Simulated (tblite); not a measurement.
Species: C5H7ClN2Si.
Structure used (GFN2-xTB), in Å, numbered top down from 1:
```xyz
16
C5H7ClN2Si angstrom
C     -2.0538    1.7277   -0.2096
N     -1.0367    1.0946   -0.5755
C     -1.1451   -0.2291   -1.0889
Si    -0.3890   -1.4553    0.1821
Cl    -0.3863   -3.3016   -0.6398
C      1.3853   -0.9449    0.5589
C      1.8454    0.3005    0.4005
C      3.1742    0.6598    0.6962
N      4.2568    0.9515    0.9396
H     -3.0770    1.3425   -0.2748
H     -1.9240    2.7206    0.1936
H     -2.1826   -0.5094   -1.3281
H     -0.5578   -0.2709   -2.0099
H     -1.1925   -1.4710    1.4068
H      2.0691   -1.7003    0.9300
H      1.2064    1.0941    0.0336
```

Computed values, GFN2-xTB/tblite, gas phase, harmonic and unscaled. Against measured fundamentals such values can be off by several per cent, at times by over 20. Modes of hydrogen on silicon can be 10 to 20 % off. One conformer, not necessarily the lowest.

Harmonic wavenumbers (cm⁻¹): 50.9, 61.7, 79.8, 88.0, 100.7, 128.5, 174.4, 209.6, 237.7, 308.9, 425.3, 442.6, 494.8, 528.3, 618.1, 634.6, 643.5, 748.0, 764.6, 808.0, 829.4, 969.3, 999.1, 1020.2, 1023.7, 1115.1, 1179.8, 1192.8, 1254.3, 1276.2, 1419.8, 1448.3, 1619.7, 1739.7, 2232.8, 2364.1, 2842.9, 2881.6, 2949.8, 3030.1, 3048.4, 3082.4.

A = 1214, B = 746.5, C = 483.7 MHz; mass 158.007 u (most abundant isotopes); point group C1, symmetry number 1.

Problem. Zero-point energy?

Solution. ½Σν̃ = 23534 cm⁻¹ = 67.29 kcal/mol.

Problem. Entropy at 400 K, 1 bar (ideal gas, RRHO, classical rotation)?

Solution. Translation 42.57, rotation 31.85, vibration 47.15: S = 121.6 cal/(mol K).

Problem. And Cp and H(400 K) − H(0)?

Solution. Cp = 48.28 cal/(mol K), of which vibrations give 40.33 (their classical limit is 42 R = 83.5); H(400 K) − H(0) = 12.33 kcal/mol without the zero-point energy, 9.15 from vibrations.

Problem. How do the functions run with temperature in this model?

Solution. 
| T (K) | S (cal/(mol K)) | Cp (cal/(mol K)) | H − H(0) (kcal/mol) | G − H(0) (kcal/mol) | ln q(vib) |
| --- | --- | --- | --- | --- | --- |
| 150 | 85.8 | 27.2 | 2.77 | -10.09 | 4.34 |
| 250 | 101.8 | 36.3 | 5.95 | -19.50 | 7.68 |
| 298.15 | 108.5 | 40.5 | 7.80 | -24.57 | 9.19 |
| 600 | 143.4 | 59.6 | 23.19 | -62.87 | 17.66 |
| 900 | 169.8 | 70.2 | 42.80 | -110.01 | 24.82 |

q(vib) and H(0) count from the zero-point level.

Problem. Which modes carry the vibrational entropy at 400 K?

Solution. 50.9 cm⁻¹: 5.36; 61.7 cm⁻¹: 4.98; 79.8 cm⁻¹: 4.47; 88.0 cm⁻¹: 4.28; 100.7 cm⁻¹: 4.02; 128.5 cm⁻¹: 3.54 cal/(mol K); the other 36 give 20.49 together.

Problem. Blend soft modes into free rotors: weight 1/[1 + (100 cm⁻¹/ν̃)⁴] for the oscillator and the rest for a rotor with moment μB/(μ + B), μ = h/(8π²ν), B = 10⁻⁴⁴ kg m². What vibrational entropy results?

Solution. 42.46 cal/(mol K) in place of 47.15, which changes −T·S at 400 K by +1.88 kcal/mol.

Hindered rotation and anharmonicity are outside this model. Other conformers, if any are populated, would add a mixing term that is left out. The structure is chiral; the term R ln 2 for an equal mix with its mirror image is left out.
